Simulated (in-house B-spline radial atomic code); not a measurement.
RPBE excitations of Ba2+

Method: RPBE. Computed with a B-spline radial code for spherical atoms: linear response of the closed shell [Kr] 4d10 5s2 5p6 with the functional's adiabatic kernel; scalar-relativistic (spin-free one-electron X2C), finite nucleus, no spin-orbit coupling, no double excitations, S, P, D and F terms only; shells from n = 3 respond. Only terms of natural parity with L up to 3 were computed.

Spin-orbit coupling is strong here, so these LS terms don't match observed levels.

Command:
```bash
python run_td.py task.json out
```
Settings (radii: box in bohr, nucleus in fm):
```
Z                        56
electrons                54
configuration            [Kr] 4d10 5s2 5p6
hamiltonian              x2c
method                   rpbe,pbe
box_radius               29.48
rms_radius               4.8378
intervals                73
```

Cost of the run: 4.5 s on 1 thread of Arm Neoverse N1, with other jobs on the host.

The lowest states, in the order of their Tamm-Dancoff energies; the method's threshold (minus the highest occupied level) is 30.88 eV. Labels give the largest channel, * marks a mixed state, and oscillator strengths are full-response dipole values. Semilocal kernels can invert the small singlet-triplet splittings of Rydberg terms. Energies in eV:

```
      state  full response  Tamm-Dancoff  oscillator strength
 5p → 5d 3P              ?             ?                    -
 5p → 5d 3F         16.885        16.973                    -
 5p → 5d 1F              ?             ?                    -
 5p → 6s 3P         18.254        18.263                    -
 5p → 6s 1P         18.544        18.561                0.381
 5p → 4f 3D         19.442        19.504                    -
 5p → 6p 3S         21.321        21.339                    -
 5p → 6p 3D         21.576        21.583                    -
5p → 6p 1D*         21.616        21.633                    -
 5p → 5d 1P         21.350        21.866                 4.42
```

Task: Where does 5p → 5d 1F lie?

Result: At 18.135 eV in full response, 18.152 eV in Tamm-Dancoff.

Task: Where does 5p → 5d 3P lie?

Result: At 16.704 eV in full response, 16.775 eV in Tamm-Dancoff.

Task: How large is the singlet-triplet splitting of 5p → 5d (F terms) in Tamm-Dancoff?

Result: 1.18 eV, from the unrounded values.

Task: What polarisabilities and dispersion coefficient does the method give?

Result: Dipole 10.8 bohr³, quadrupole 48.03 bohr⁵, C6 79.73 hartree·bohr⁶ for two such species.
